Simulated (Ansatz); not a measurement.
System: C2HCl5, charge 0, singlet. C2HCl5 (SMILES ClC(Cl)C(Cl)(Cl)Cl).
B3LYP-D3(BJ)/def2-TZVP minimum from Ansatz (a quantum-chemistry and plane-wave program):
```
C
C 1 1.5488
H 2 1.0846 1 107.74
Cl 1 1.7717 2 111.89 3 180.00
Cl 2 1.7773 3 107.50 1 120.60
Cl 2 1.7773 3 107.50 1 -120.60
Cl 1 1.7874 2 108.35 3 58.54
Cl 1 1.7874 2 108.35 3 -58.54
```
Charge 0, spin multiplicity 1.

Hartree-Fock and CCSD correlation energies in hartree (Ansatz). UHF or UKS for unpaired electrons; spin-orbit terms are left out. Cores are frozen in correlated methods. No relativity.

```
basis        X        E(HF)  E(corr, CCSD)
-----------  -  -----------  -------------
cc-pV(T+d)Z  3  -2373.90307       -1.35802
cc-pV(Q+d)Z  4  -2373.92583       -1.46567
cc-pV(5+d)Z  5  -2373.92997       withheld
```

Task: Fit E(corr) = E∞ + A/X³ to X = 3 and 4, predict X = 5, and compare with the run.

Result: A = (-1.35802 - (-1.46567))/(1/27 - 1/64) = 5.0275; E∞ = -1.46567 - A/64 = -1.54423; at X = 5, E∞ + A/125 = -1.50401. The run gave -1.50162, 2.39 mEh above the prediction. The same form on X = 4 and 5 gives E∞ = -1.53934, 4.89 mEh above the first estimate.
